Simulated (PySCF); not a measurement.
A side-by-side comparison of computed properties.

First species: SiHF3.
InChI=1S/F3HSi/c1-4(2)3/h4H

Second species: C₄H₁₃NP₂Si.
Bonds: P1–Si2, Si2–P3, Si2–N4, N4–C5, C5–C6, C6–C7, C7–C8, N4–C8. Hydrogens: H9, H10 on P1; H11 on Si2; H12, H13 on P3; H14, H15 on C5; H16, H17 on C6; H18, H19 on C7; H20, H21 on C8.

Levels: CAM-B3LYP/def2-SVPD for HOMO energy, LUMO energy, HOMO–LUMO gap and static isotropic polarisability; TDDFT CAM-B3LYP/def2-SVPD for lowest singlet excitation; TDA CAM-B3LYP/def2-SVPD for lowest triplet excitation (Tamm–Dancoff). Geometries: PBE0-D3(BJ)/def2-SVP. Each structure is a single optimised conformer of the isolated species, non-relativistic unless stated; the electronic structure was computed with PySCF and density fitting.

| property | column X | column Y |
| --- | --- | --- |
| HOMO energy | -7.53 eV | -12.96 eV |
| LUMO energy | 0.83 eV | 1.09 eV |
| HOMO–LUMO gap | 8.36 eV | 14.05 eV |
| lowest singlet excitation | 5.55 eV | 10.66 eV |
| lowest triplet excitation (Tamm–Dancoff) | 5.27 eV | 9.67 eV |
| static isotropic polarisability | 135.1 au | 24.5 au |

Question: Which column belongs to which species?

Answer: Column X is the second species and column Y the first. The first has 5 atoms and 42 electrons, the second 21 and 88.

Question: How does each property change from the first species to the second?

Answer: HOMO energy +5.43 eV; LUMO energy -0.26 eV; HOMO–LUMO gap -5.69 eV; lowest singlet excitation -5.11 eV; lowest triplet excitation (Tamm–Dancoff) -4.40 eV; static isotropic polarisability +110.6 au.

On the first: S1 lies 3.39 eV below the HOMO–LUMO gap. The polarisability is 3.63 Å³ as a volume (1 au = 0.148185 Å³), or 0.58 au for each of the 42 electrons.

On the second: The polarisability is 20.01 Å³ as a volume (1 au = 0.148185 Å³), or 1.53 au for each of the 88 electrons. S1 lies 2.81 eV below the HOMO–LUMO gap; its leading configuration is HOMO→LUMO, weight 0.75.
